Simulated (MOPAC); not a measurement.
MOPAC input (PM6):

```
PM6 FORCE THERMO(298,298) PRECISE LET UHF MS=0.5 GEO-OK AUX(PRECISION=9) THREADS=1
H5N2OSi

N    -0.88449975 1   -1.14532460 1    0.82491557 1
Si   -0.04498212 1    0.02386364 1   -0.04824562 1
N     1.51129002 1   -0.33033140 1   -0.58373711 1
O    -0.67743659 1    1.36837743 1   -0.34625003 1
H    -1.81839583 1   -1.03695646 1    1.19175395 1
H    -0.52367513 1   -2.06106877 1    1.05727655 1
H     2.09989161 1    0.29575840 1   -1.11288094 1
H     1.99247602 1   -1.20456488 1   -0.41961639 1
H    -1.05671520 1    2.17491215 1   -0.52517636 1
```

Output:

```
 *******************************************************************************
 **                                                                           **
 **                              MOPAC v23.2.5                                **
 **                                                                           **
 *******************************************************************************
 ** MOPAC's Digital Object Identifier: https://doi.org/10.5281/zenodo.6511958 **
 **                                                                           **
 ** Please cite the open-source release paper for use of this MOPAC version:  **
 ** J. E. Moussa and J. J. P. Stewart (2026)                                  **
 ** MOPAC: An open-source semiempirical molecular orbital program             **
 ** J. Open Source Softw., 11(119), 8025, https://doi.org/10.21105/joss.08025 **
 *******************************************************************************

                              PM6 CALCULATION RESULTS

 *******************************************************************************
 *  PM6        - The PM6 Hamiltonian to be used
 *  GEO-OK     - OVERRIDE INTERATOMIC DISTANCE AND OTHER SAFETY CHECKS
 *  UHF        - UNRESTRICTED HARTREE-FOCK CALCULATION
 *  MS=        - IN MECI, MAGNETIC COMPONENT OF SPIN =  0.5
 *  LET        - OVERRIDE SOME SAFETY CHECKS
 *  PRECISE    - TIGHTER CRITERIA TO BE USED
 *  FORCE      - FORCE CALCULATION SPECIFIED
 *  AUX        - OUTPUT AUXILIARY INFORMATION
 *  THERMO     - THERMODYNAMIC QUANTITIES TO BE CALCULATED
 *******************************************************************************
PM6 FORCE THERMO(298,298) PRECISE LET UHF MS=0.5 GEO-OK AUX(PRECISION=9) THREADS=1
 H5N2OSi

   ATOM   CHEMICAL          X               Y               Z
  NUMBER   SYMBOL      (ANGSTROMS)     (ANGSTROMS)     (ANGSTROMS)

     1       N         -0.88449975  *  -1.14532460  *   0.82491557  *
     2      Si         -0.04498212  *   0.02386364  *  -0.04824562  *
     3       N          1.51129002  *  -0.33033140  *  -0.58373711  *
     4       O         -0.67743659  *   1.36837743  *  -0.34625003  *
     5       H         -1.81839583  *  -1.03695646  *   1.19175395  *
     6       H         -0.52367513  *  -2.06106877  *   1.05727655  *
     7       H          2.09989161  *   0.29575840  *  -1.11288094  *
     8       H          1.99247602  *  -1.20456488  *  -0.41961639  *
     9       H         -1.05671520  *   2.17491215  *  -0.52517636  *

          CARTESIAN COORDINATES

    NO.       ATOM           X           Y           Z

     1         N         -0.8845     -1.1453      0.8249
     2        Si         -0.0450      0.0239     -0.0482
     3         N          1.5113     -0.3303     -0.5837
     4         O         -0.6774      1.3684     -0.3463
     5         H         -1.8184     -1.0370      1.1918
     6         H         -0.5237     -2.0611      1.0573
     7         H          2.0999      0.2958     -1.1129
     8         H          1.9925     -1.2046     -0.4196
     9         H         -1.0567      2.1749     -0.5252

 General Reference for PM6:
 "Optimization of Parameters for Semiempirical Methods V: Modification of NDDO Approximations
 and Application to 70 Elements", J. J. P. Stewart, J. Mol. Mod., 13, 1173-1213 (2007)
 URL: https://link.springer.com/article/10.1007/s00894-007-0233-4
[...]
 FORCE CONSTANT      0.3802

 VIBRATION         17    6A1         ATOM PAIR     ENERGY CONTRIBUTION    RADIAL
 FREQUENCY          2396.96         O 4 -- H 9         +99.7% ( 99.8%)    100.0%
 TRANSITION DIPOLE   1.4013         Si2 -- O 4          +0.3% (  5.3%)    100.0%
 TRAVEL (Ang.)       0.1719
 REDUCED MASS        0.9524
 EFFECTIVE MASS      1.2720
 FORCE CONSTANT      3.2241

 VIBRATION         18    6B2         ATOM PAIR     ENERGY CONTRIBUTION    RADIAL
 FREQUENCY          2788.28         N 1 -- H 6         +33.7% ( 59.2%)     99.0%
 TRANSITION DIPOLE   0.4362         N 3 -- H 8         +33.7% ( 59.2%)     99.1%
 TRAVEL (Ang.)       0.2909         N 1 -- H 5         +16.0% ( 40.8%)     96.4%
 REDUCED MASS        0.2858         N 3 -- H 7         +16.0% ( 40.8%)     96.3%
 EFFECTIVE MASS      1.4710
 FORCE CONSTANT      1.3093

 VIBRATION         19    7A1         ATOM PAIR     ENERGY CONTRIBUTION    RADIAL
 FREQUENCY          2791.58         N 3 -- H 8         +29.6% ( 55.5%)     98.6%
 TRANSITION DIPOLE   1.0642         N 1 -- H 6         +29.6% ( 55.5%)     98.6%
 TRAVEL (Ang.)       0.3016         N 3 -- H 7         +20.1% ( 45.7%)     97.2%
 REDUCED MASS        0.2656         N 1 -- H 5         +20.1% ( 45.7%)     97.3%
 EFFECTIVE MASS      1.4880
 FORCE CONSTANT      1.2195

 VIBRATION         20    7B2         ATOM PAIR     ENERGY CONTRIBUTION    RADIAL
 FREQUENCY          2827.45         N 3 -- H 7         +34.3% ( 57.8%)     99.0%
 TRANSITION DIPOLE   1.1977         N 1 -- H 5         +34.3% ( 57.8%)     99.0%
 TRAVEL (Ang.)       0.2952         N 3 -- H 8         +15.5% ( 38.9%)     94.7%
 REDUCED MASS        0.2736         N 1 -- H 6         +15.5% ( 38.9%)     94.8%
 EFFECTIVE MASS      1.2329
 FORCE CONSTANT      1.2889

 VIBRATION         21    8A1         ATOM PAIR     ENERGY CONTRIBUTION    RADIAL
 FREQUENCY          2833.37         N 1 -- H 5         +30.1% ( 54.0%)     98.5%
 TRANSITION DIPOLE   0.4779         N 3 -- H 7         +30.1% ( 54.0%)     98.5%
 TRAVEL (Ang.)       0.3072         N 3 -- H 8         +19.7% ( 43.7%)     96.1%
 REDUCED MASS        0.2522         N 1 -- H 6         +19.7% ( 43.7%)     96.2%
 EFFECTIVE MASS      1.2357
 FORCE CONSTANT      1.1929

      SYMMETRY NUMBER FOR POINT-GROUP C2v =  2

          SYSTEM IS A GROUND STATE

 H5N2OSi

          MOLECULE IS NOT LINEAR

          THERE ARE 21 GENUINE VIBRATIONS IN THIS SYSTEM
          THIS THERMODYNAMICS CALCULATION IS LIMITED TO
          MOLECULES WHICH HAVE NO INTERNAL ROTATIONS

                    CALCULATED THERMODYNAMIC PROPERTIES
                                          *
   TEMP. (K)   PARTITION FUNCTION   H.O.F.    ENTHALPY  HEAT CAPACITY ENTROPY
                                   KCAL/MOL   CAL/MOLE    CAL/K/MOL  CAL/K/MOL

 298.00  VIB.     0.1586D+02                  2427.5888    16.8791    13.6389
         ROT.     0.3345D+05                   888.2803     2.9808    23.6829
         INT.     0.5306D+06                  3315.8691    19.8600    37.3219
         TRA.     0.6550D+27                  1480.4672     4.9680    38.9420
         TOT.                      -81.792    4796.3363    24.8280    76.2639

   *: NOTE: HEATS OF FORMATION ARE RELATIVE TO THE
            ELEMENTS IN THEIR STANDARD STATE AT 298K
              (=  Standard Enthalpy of Formation).

            Hvib:  Zero-point energy is not included.
                   frequencies of less than zero cm-1 are not included.
            Hrot = (3/2)RT
            Htra = (3/2)RT + pV = (5/2)RT

            Heat capacity is Cp, not Cv

          For more information, see: HTTP://OpenMOPAC.net/Manual/thermochemistry.html

           FORCE CONSTANT IN CARTESIAN COORDINATES (Millidynes/A)

    ATOM   CHEMICAL       X               Y               Z
   NUMBER   SYMBOL  FORCE CONSTANT  FORCE CONSTANT  FORCE CONSTANT

      1       N        8.140553        5.732316        0.640368
      2      Si        7.610583        6.743505        0.595136
      3       N        6.376683        7.496186        0.640368
      4       O        1.803603        3.716932        0.702884
      5       H        1.991011        3.208280        0.105108
      6       H        1.946516        3.206729        0.081831
      7       H        4.394753        0.804538        0.105108
      8       H        1.462334        3.690911        0.081831
      9       H        1.025705        2.493366        0.238600

 **********************
 *                    *
 * JOB ENDED NORMALLY *
 *                    *
 **********************

 == MOPAC DONE ==
```
